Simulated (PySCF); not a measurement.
The complex V(SH)4 (charge 0) contains V(IV), shell d1. The structure is a model geometry with rigid ligands and bond lengths from ionic radii and bond length changed to 0.96 of its base value, not a minimum; coordination tetrahedral, point group S4, metal–donor distances 2.11 Å.

The d shell alone is too small an active space for V(SH)4 (an active orbital has only 0.64 squared overlap with the free ion's shell): its levels, fitted parameters, g values and moments show what this model gives and aren't sound predictions.

```
9

V     0.0000    0.0000    0.0000
S     1.2194    1.2194    1.2194
H     0.4303    2.2971    1.3637
S    -1.2194   -1.2194    1.2194
H    -0.4303   -2.2971    1.3637
S    -1.2194    1.2194   -1.2194
H    -2.2971    0.4303   -1.3637
S     1.2194   -1.2194   -1.2194
H     2.2971   -0.4303   -1.3637
```

Method (PySCF 2.14, density fitting): CASSCF(1,5) with orbitals averaged over all microstates of the shell, strongly contracted NEVPT2 on the averaged canonical orbitals; basis x2c-TZVPall on the metal, x2c-SVPall elsewhere; spin-free X2C; gas phase; spin-orbit coupling by state interaction with the mean-field operator over all roots.

Task: Which term lies lowest, and with what spin?

Result: 2B (from 2E) (S = 1/2, orbital degeneracy 1), with 1.0 electrons in the lower (e-type) set and 0.0 in the upper (t2-type) set, by NEVPT2.

Task: Where do the spin-allowed transitions within the shell lie?

Result: By NEVPT2: 2A (from 2E) at 11757 cm⁻¹ (851 nm); 2E (from 2T2) at 17849 cm⁻¹ (560 nm); 2B (from 2T2) at 22299 cm⁻¹ (448 nm). The strongest, at 17849 cm⁻¹, has f = 6.5e-03.

Task: What ligand-field parameters describe the result?

Result: At NEVPT2 level: orbital energies 0, 11757, 17849, 17849, 22299 cm⁻¹; 10Dq = 13454 cm⁻¹ (difference of the means of the two sets); ζ = 130 cm⁻¹ (free ion 245), lowered by covalency.

Task: What are the magnetic parameters?

Result: The ground doublet has g = 1.961, 1.989, 1.989. μeff is 1.73 μB at 300 K and 1.72 μB at 10 K; the spin-only value is 1.73 μB.

The geometry is a model, and the complex may not exist in this form. Charge-transfer states lie outside this active space and may come lower than some of these levels. NEVPT2 lifts 2A (from 2E) from 8005 to 11757 cm⁻¹; on the d shell alone such lifts tend to overshoot. NEVPT2 on the d shell alone tends to put d–d bands too high for such charged or covalently bound ions.

The job took 7.3 s on one thread of Arm Neoverse V1 (shared host), with 140 basis functions, launched as `OMP_NUM_THREADS=1 python lf_run.py task.json out`.
